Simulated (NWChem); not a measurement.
Species: C2H7Sb; SMILES [SbH]([CH3])[CH3]

def2 effective core potentials on Sb; no spin-orbit coupling.

Question: Give the equilibrium geometry at PBE0/def2-SVP with def2 effective core potentials on Sb (NWChem) as a Z-matrix, with the point group.

Answer: point group Cs; any orientation.
```
Sb
H 1 1.7230
C 1 2.1752 2 93.43
H 3 1.0985 1 110.83 2 49.16
H 3 1.0992 4 109.40 1 120.92
H 3 1.0994 4 109.42 5 118.83
C 1 2.1752 2 93.43 3 95.22
H 7 1.0985 1 110.83 2 -49.16
H 7 1.0992 8 109.40 1 -120.92
H 7 1.0994 8 109.42 9 -118.83
```
